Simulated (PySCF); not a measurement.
SiClBr, SMILES Br[Si]Cl (connectivity only; charge and spin as stated), neutral, multiplicity 1. Heavy atoms are numbered as in [Si:1]([Cl:2])[Br:3].

The structure is a stationary point at PBE0-D3(BJ)/def2-TZVP.

Method: PBE0/pcSseg-2 (PySCF).

GIAO shieldings, no solvent; atoms alike by connectivity are averaged. δ = σ(ref) − σ: ²⁹Si against TMS (σ = 341.9 ppm); ³⁵Cl against HCl (σ = 943.3 ppm), references at their B3LYP-D3(BJ)/def2-TZVP geometries, non-relativistic (without spin–orbit terms, shifts of atoms bonded to Cl or Br come out too high).

| nucleus | atoms | count | δ (ppm) |
|---|---|---|---|
| ²⁹Si | Si1 | 1 | 333.3 |
| ³⁵Cl | Cl2 | 1 | 543.9 |
